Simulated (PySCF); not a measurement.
# Correlation energy of Co⁺ (cobalt, charge +1)

[Ar] 3d7 4s1, high-spin 5F determinant (an excited configuration). All numbers are calculated (PySCF 2.14, scalar relativity by spin-free X2C-1e, in x2c-TZVPPall with one added diffuse shell each of s, p, d, f type (7s6p5d3f1g, 80 functions)). Frozen: [Ne]; 16 electrons correlated.

```csv
level,correlation energy (mhartree)
CCSD,-523.57
(T),-10.79
CCSD(T),-534.36
```

Diagnostics: T1 = 0.011, D1 = 0.0341, largest double amplitude 0.019.

Problem. Is a single reference adequate?

Solution. Yes: T1 lies below 0.03 and no double amplitude reaches 0.07.

This basis was not built for core-valence correlation, so the inner-shell part is incomplete.
